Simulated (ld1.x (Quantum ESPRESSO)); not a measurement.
The numbers below are computed, except where a source is named.
# Potentials for P compared

Generated with ld1.x 7.5 (TM, RRKJ, ultrasoft, PAW), atompaw 4.2 or ONCVPSP 4.0.1. The cutoff is in Ry: for ld1.x and atompaw files where the sum of valence levels is converged to 10 mRy in a Bessel basis, for ONCV files where the hardest occupied wave has 1 mHa per electron of residual kinetic energy. The error is the largest all-electron minus pseudo excitation energy over each file’s own four to seven test configurations (ionisations up to +4, promotions, holes and added fractions of an electron), all of which were solved. The labels leave out finer settings (local radius, basis sizes, second energies), which also bear on the numbers. Spin-polarised tests are not counted. The rows are a selection from randomly drawn settings: files with unsolved tests, undetermined cutoffs or missed reference levels are left out.

```tsv
potential	cutoff (Ry)	largest error (meV)	bound ghosts
TM, PBEsol, scalar-relativistic, rc 1.10/1.85/1.60 (spd), local s, core correction no, reference 3s2 3p3	70	+157	none
RRKJ, PBEsol, non-relativistic, rc 1.45/1.70/1.45 (spd), local smoothed, core correction yes, reference 3s2 3p3	25	+75	none
RRKJ, PBE, non-relativistic, rc 1.15/1.80 (sp), local s, core correction yes, reference 3s1.5 3p3.5	50	+257	none
RRKJ, PBE, scalar-relativistic, rc 1.15/1.30/1.20 (spd), local s, core correction yes, reference 3s2 3p0	60	+119	none
```

Problem. Fill in the row for P: TM, LDA (PZ), scalar-relativistic, rc 1.65/1.50 (sp), local smoothed, core correction no, reference 3s2 3p3.

Solution. cutoff 21 Ry, largest error +174 meV, bound ghosts: none.

Problem. Fill in the row for P: ultrasoft, PBE, scalar-relativistic, rc 1.45/1.40 (sp), local smoothed, core correction no, reference 3s2 3p2.

Solution. cutoff 18 Ry, largest error +127 meV, bound ghosts: none.
